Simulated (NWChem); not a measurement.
Species: BH3S2; SMILES SBS

```xyz
6

B      0.0000     0.0000    -0.6966
H      0.0000     0.0000    -1.8997
S     -1.5414     0.0000     0.2215
H     -2.3565     0.0000    -0.8533
S      1.5414     0.0000     0.2215
H      2.3565     0.0000    -0.8533
```
Atoms are numbered in this order, from 1.

Computed with NWChem. Structure relaxed at the PBE0/def2-SVP level. B3LYP is NWChem's, with the RPA form of VWN correlation. Ions are spin-unrestricted doublets at the neutral geometry; other ion states weren't tried.

For level PBE/def2-SVP:

```yaml
"−ε(HOMO) (eV)": 6.19
```

What are these values for level B3LYP/def2-SVP?


- −ε(HOMO) (eV): 7.06
